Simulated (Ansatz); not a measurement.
(1) Predict a relaxed structure of Al(PH3)Cl3 (AlPH₃Cl₃), charge 0, singlet, at PBE-D4/def2-SVP (Ansatz).

Answers

(1) 
```xyz
8

Al    0.367    1.288   -0.295
P    -0.297   -1.048    0.242
H     0.522   -2.108   -0.251
H    -1.574   -1.497   -0.210
H    -0.379   -1.423    1.617
Cl    0.356    1.145   -2.416
Cl    2.254    1.337    0.680
Cl   -1.250    2.307    0.632
```
Point group Cs (tolerance 0.1 Å). This is one stationary point.
